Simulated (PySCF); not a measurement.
## A series of derivatives of [O-][n+]1ccccc1

Parent skeleton `[O-:1][n+:2]1[cH:3][cH:4][cH:5][cH:6][cH:7]1`; one hydrogen on atom 5 is replaced by X. Hydrogens on one atom are averaged.

- shieldings: GIAO PBE0/pcSseg-1
- coordinates at the GFN2-xTB level
- code: PySCF 2.14
- averaged over atoms made equivalent by symmetry, fast rotation or ring inversion, relativity neglected, isolated molecule, a single conformation

Scale: ¹⁷O (σ = 336.08 ppm) against H2O; ¹⁵N (σ = 267.73 ppm) vs NH3; ¹³C (σ = 186.93 ppm), ¹H (σ = 31.72 ppm) against TMS (reference shieldings calculated alike).

Parent (X = H): O1 478.3, N2 339.2, C3/C7 144.5, C4/C6 132.8, C5 123.8, H(C3)/H(C7) 8.30, H(C4)/H(C6) 7.36 ppm. Effects are Δδ = δ(X) − δ(H), positive for deshielding.

Question: Order these by the shift of C5, most shielded first.
A. X = OCHO
B. X = allyl
C. X = cPr
D. X = Cl
E. X = OC2H5

Answer: D (+12.1 ppm), B (+13.8 ppm), C (+18.5 ppm), A (+26.3 ppm), E (+33.1 ppm).

Question: Order these by the shift of C4/C6, most shielded first.
A. X = OC2H5
B. X = allyl
C. X = cPr

Answer: A (-15.2 ppm), C (-4.7 ppm), B (-0.1 ppm).

Question: Order these by the shift of H(C4)/H(C6), most shielded first.
A. X = OC2H5
B. X = cPr
C. X = OCHO
D. X = isopropenyl

Answer: A (-0.61 ppm), B (-0.47 ppm), C (-0.24 ppm), D (+0.02 ppm).

Unscaled 17O shifts of doubly bonded oxygen tend to come out too high, by tens of ppm or more. Experimental scales use liquid or dissolved standards, which lie at an offset from isolated H2O (liquid H2O: subtract about 36 ppm) and NH3 (liquid NH3: subtract about 20 ppm). Unscaled 15N shifts of sp2 nitrogen come out 20 to 40 ppm too high even then.
